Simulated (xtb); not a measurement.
xtb input (GFN1-xTB):

```bash
xtb mol.xyz --gfn 1 --opt tight --chrg 0 --uhf 0
```
mol.xyz:
```
18

C      2.55019524    -0.17713440    -0.02550029
C      1.13854011    -0.64267488    -0.20346383
C      0.02169370     0.08751292    -0.23382089
C     -0.01830150     1.58444994    -0.09763968
C     -1.32054479    -0.58008564    -0.40971188
C     -2.24630246    -0.43967619     0.80422641
H      2.99502359    -0.62478543     0.86860053
H      3.17155275    -0.48860569    -0.87059676
H      2.63548184     0.90382861     0.07071613
H      1.02748482    -1.71829226    -0.31878792
H     -0.60572647     2.02427917    -0.90927340
H      0.96965149     2.03852763    -0.11485842
H     -0.50320171     1.88304900     0.83580681
H     -1.82215177    -0.15110559    -1.28533748
H     -1.16809339    -1.63987358    -0.62464721
H     -2.48756066     0.60418819     1.01043230
H     -1.77724524    -0.85805533     1.69709819
H     -3.18689703    -0.96750533     0.63630811
```

Output:

```
           -------------------------------------------------
          |                Calculation Setup                |
           -------------------------------------------------

           -------------------------------------------------
          |                 G F N 1 - x T B                 |
           -------------------------------------------------

        Reference                      10.1021/acs.jctc.7b00118
      * Hamiltonian:
        H0-scaling (s, p, d)           1.850000    2.250000    2.000000
        zeta-weighting                 0.000000
      * Dispersion:
        s8                             2.400000
        a1                             0.630000
        a2                             5.000000
        s9                             0.000000
      * Repulsion:
        kExp                           1.500000
        rExp                           1.000000
      * Coulomb:
        alpha                          2.000000
        third order                    atomic
        anisotropic                    false
      * Halogen bond correction:
        rad-scale                      1.300000
        damping                        0.440000

          ...................................................
          :                      SETUP                      :
          :.................................................:
          :  # basis functions                  48          :
          :  # atomic orbitals                  48          :
          :  # shells                           36          :
          :  # electrons                        36          :
          :  # halogen bonds                     0          :
          :  max. iterations                   250          :
          :  Hamiltonian                  GFN1-xTB          :
          :  restarted?                      false          :
          :  GBSA solvation                  false          :
          :  PC potential                    false          :
          :  electronic temp.          300.0000000     K    :
          :  accuracy                    1.0000000          :
          :  -> integral cutoff          0.2500000E+02      :
          :  -> integral neglect         0.1000000E-07      :
          :  -> SCF convergence          0.1000000E-05 Eh   :
          :  -> wf. convergence          0.2000000E-04 e    :
          :  Broyden damping             0.4000000          :
          :  net charge                          0          :
          :  unpaired electrons                  0          :
          ...................................................

 iter      E             dE          RMSdq      gap      omega  full diag
   1    -19.4137513 -0.194138E+02  0.810E+00    5.09       0.0  T
   2    -19.4393275 -0.255762E-01  0.492E+00    5.02       1.0  T
   3    -19.4386615  0.666030E-03  0.650E-01    5.02       1.0  T
   4    -19.4414360 -0.277450E-02  0.164E-01    5.01       1.0  T
   5    -19.4416537 -0.217676E-03  0.769E-03    5.01       3.1  T
   6    -19.4416543 -0.684380E-06  0.175E-03    5.01      13.4  T
   7    -19.4416544 -0.159481E-07  0.266E-04    5.01      88.6  T
[...]
        28                         -0.0535585              -1.4574
        29                         -0.0476736              -1.2973
       ...                                ...                  ...
        48                          0.6231608              16.9571
      -------------------------------------------------------------
                  HL-Gap            0.1855097 Eh            5.0480 eV
             Fermi-level           -0.3192063 Eh           -8.6860 eV

  Mulliken/CM5 charges         n(s)   n(p)   n(d)
     1C    -0.07885 -0.22586   1.002  3.077  0.000
     2C    -0.06091 -0.12258   1.061  3.000  0.000
     3C    -0.00620 -0.03055   1.090  2.917  0.000
     4C    -0.08922 -0.23488   1.006  3.084  0.000
     5C    -0.04201 -0.14898   1.029  3.013  0.000
     6C    -0.08110 -0.23179   1.007  3.074  0.000
     7H     0.03351  0.08492   0.966  0.000  0.000
     8H     0.03267  0.08403   0.967  0.000  0.000
     9H     0.02944  0.08233   0.971  0.000  0.000
    10H     0.02390  0.08049   0.976  0.000  0.000
    11H     0.03217  0.08465   0.968  0.000  0.000
    12H     0.03381  0.08681   0.966  0.000  0.000
    13H     0.03643  0.08862   0.964  0.000  0.000
    14H     0.02616  0.08135   0.974  0.000  0.000
    15H     0.02623  0.08175   0.974  0.000  0.000
    16H     0.02754  0.07983   0.972  0.000  0.000
    17H     0.02819  0.08035   0.972  0.000  0.000
    18H     0.02823  0.07949   0.972  0.000  0.000

Wiberg/Mayer (AO) data.
largest (>0.10) Wiberg bond orders for each atom

 ---------------------------------------------------------------------------
     #   Z sym  total        # sym  WBO       # sym  WBO       # sym  WBO
 ---------------------------------------------------------------------------
     1   6 C    3.997 --     2 C    1.030     9 H    0.981     8 H    0.975
                             7 H    0.974
     2   6 C    3.992 --     3 C    1.892     1 C    1.030    10 H    0.969
     3   6 C    3.987 --     2 C    1.892     4 C    1.020     5 C    1.007
     4   6 C    3.997 --     3 C    1.020    11 H    0.980    12 H    0.978
                            13 H    0.971
     5   6 C    3.998 --     3 C    1.007     6 C    1.001    15 H    0.977
                            14 H    0.973
     6   6 C    3.997 --     5 C    1.001    17 H    0.989    16 H    0.988
                            18 H    0.988
     7   1 H    1.007 --     1 C    0.974
     8   1 H    1.007 --     1 C    0.975
     9   1 H    1.006 --     1 C    0.981
    10   1 H    1.003 --     2 C    0.969
    11   1 H    1.005 --     4 C    0.980
    12   1 H    1.007 --     4 C    0.978
Note: The following floating-point exceptions are signalling: IEEE_DENORMAL
normal termination of xtb
    13   1 H    1.006 --     4 C    0.971
    14   1 H    1.007 --     5 C    0.973
    15   1 H    1.007 --     5 C    0.977
    16   1 H    1.005 --     6 C    0.988
    17   1 H    1.007 --     6 C    0.989
    18   1 H    1.005 --     6 C    0.988
 ---------------------------------------------------------------------------

Topologies differ in total number of bonds
Writing topology from bond orders to xtbtopo.mol

 dipole moment from electron density (au)
     X       Y       Z
  -0.0377   0.0747   0.0353  total (Debye):    0.231

           -------------------------------------------------
          |                Geometry Summary                 |
           -------------------------------------------------

      molecular mass/u    :       84.1597044
   center of mass at/Å    :        0.0015585      -0.0059727      -0.0190874
  moments of inertia/u·Å² :        0.8535392E+02   0.2411418E+03   0.2856798E+03
rotational constants/cm⁻¹ :        0.1975027E+00   0.6990756E-01   0.5900883E-01

 * 14 selected distances

     #   Z          #   Z                                           value/Å
     2   6 C        3   6 C                                       1.3304586
     5   6 C        6   6 C                                       1.5333304 (max)
     1   6 C        7   1 H                                       1.0925073
     1   6 C        8   1 H                                       1.0925750
     1   6 C        9   1 H                                       1.0893285
     2   6 C       10   1 H                                       1.0878691 (min)
     4   6 C       11   1 H                                       1.0912621
     4   6 C       12   1 H                                       1.0895398
     4   6 C       13   1 H                                       1.0927490
     5   6 C       14   1 H                                       1.0951531
     5   6 C       15   1 H                                       1.0947373
     6   6 C       16   1 H                                       1.0903679
     6   6 C       17   1 H                                       1.0905662
     6   6 C       18   1 H                                       1.0903497

 * 2 distinct bonds (by element types)

   Z      Z             #   av. dist./Å        max./Å        min./Å
   1 H    6 C          12     1.0914171     1.0951531     1.0878691
   6 C    6 C           2     1.4318945     1.5333304     1.3304586

optimized geometry written to: xtbopt.xyz

           -------------------------------------------------
          | TOTAL ENERGY              -19.150230079964 Eh   |
          | GRADIENT NORM               0.000178950338 Eh/α |
          | HOMO-LUMO GAP               5.047974589900 eV   |
           -------------------------------------------------

------------------------------------------------------------------------
------------------------------------------------------------------------
 total:
 SCF:
 ANC optimizer:
```
